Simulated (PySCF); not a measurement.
Compound: C₂H₉NSi₃.
SMILES with atom numbers: `[CH:1]#[C:2][SiH2:3][N:4]([SiH3:5])[SiH3:6]` (hydrogens: H7 on C1; H8, H9 on Si3; H10, H11, H12 on Si5; H13, H14, H15 on Si6)

The same species was optimised twice, with GFN2-xTB and with PBE0-D3(BJ)/def2-SVP (PySCF), and the same property calculations (PySCF, gas phase) were run on both structures.

```csv
coordinate,GFN2-xTB,PBE0-D3(BJ)/def2-SVP,change
N4–Si5 (Å),1.744,1.761,+0.017
C1≡C2 (Å),1.202,1.217,+0.015
C2–Si3 (Å),1.854,1.839,-0.015
N4–Si6 (Å),1.743,1.756,+0.013
Si3–N4 (Å),1.749,1.748,-0.001
C2–Si3–N4 (°),109.8,111.0,+1.2
Si3–N4–Si6 (°),121.2,122.0,+0.8
Si5–N4–Si6 (°),118.6,119.0,+0.4
C1–C2–Si3 (°),178.1,178.5,+0.4
Si3–N4–Si5 (°),118.3,118.4,+0.1
C2–Si3–N4–Si5 (°),68,66,-2
```

Rotational constants: A = 2345, B = 1233, C = 1017 MHz (GFN2-xTB) against A = 2374, B = 1199, C = 975.1 MHz (PBE0-D3(BJ)/def2-SVP). Point groups within 0.08 Å: C1 and C1.

On the GFN2-xTB structure: HOMO (eV) -7.66 [PBE0/pcSseg-1]; LUMO (eV) -0.52 [PBE0/pcSseg-1]; dipole (D) 0.41 [PBE0/pcSseg-1]; GIAO shielding of C1 (ppm) 82.6 [PBE0/pcSseg-1]; GIAO shielding of C2 (ppm) 98.7 [PBE0/pcSseg-1]; GIAO shielding of Si3 (ppm) 398.3 [PBE0/pcSseg-1]; GIAO shielding of N4 (ppm) 264.9 [PBE0/pcSseg-1]; GIAO shielding of Si5/Si6 (mean) (ppm) 393.6 [PBE0/pcSseg-1].

Task: What do these properties become on the PBE0-D3(BJ)/def2-SVP structure?

Result: 
```json
{"property": "HOMO (eV)", "level": "PBE0/pcSseg-1", "on GFN2-xTB": "-7.66", "on PBE0-D3(BJ)/def2-SVP": "-7.73", "change": "-0.07"}
{"property": "LUMO (eV)", "level": "PBE0/pcSseg-1", "on GFN2-xTB": "-0.52", "on PBE0-D3(BJ)/def2-SVP": "-0.63", "change": "-0.11"}
{"property": "dipole (D)", "level": "PBE0/pcSseg-1", "on GFN2-xTB": "0.41", "on PBE0-D3(BJ)/def2-SVP": "0.50", "change": "+0.09"}
{"property": "energy, GFN2-xTB geometry as zero (kcal/mol)", "level": "PBE0/pcSseg-1", "on GFN2-xTB": "0.0", "on PBE0-D3(BJ)/def2-SVP": "-2.1", "change": "-2.1"}
{"property": "GIAO shielding of C1 (ppm)", "level": "PBE0/pcSseg-1", "on GFN2-xTB": "82.6", "on PBE0-D3(BJ)/def2-SVP": "80.3", "change": "-2.3"}
{"property": "GIAO shielding of C2 (ppm)", "level": "PBE0/pcSseg-1", "on GFN2-xTB": "98.7", "on PBE0-D3(BJ)/def2-SVP": "96.8", "change": "-1.9"}
{"property": "GIAO shielding of Si3 (ppm)", "level": "PBE0/pcSseg-1", "on GFN2-xTB": "398.3", "on PBE0-D3(BJ)/def2-SVP": "400.0", "change": "+1.7"}
{"property": "GIAO shielding of N4 (ppm)", "level": "PBE0/pcSseg-1", "on GFN2-xTB": "264.9", "on PBE0-D3(BJ)/def2-SVP": "268.1", "change": "+3.2"}
{"property": "GIAO shielding of Si5/Si6 (mean) (ppm)", "level": "PBE0/pcSseg-1", "on GFN2-xTB": "393.6", "on PBE0-D3(BJ)/def2-SVP": "394.3", "change": "+0.7"}
```

The heavy atoms differ by 0.068 Å rms after alignment. Among the bonds compared N4–Si5 changes most (+0.017 Å). Changes are differences of the printed values. Neither structure is proved a minimum here.

The values belong to the conformer `[CH:1]#[C:2][SiH2:3][N:4]([SiH3:5])[SiH3:6]`: C2–Si3–N4–Si5 66°.
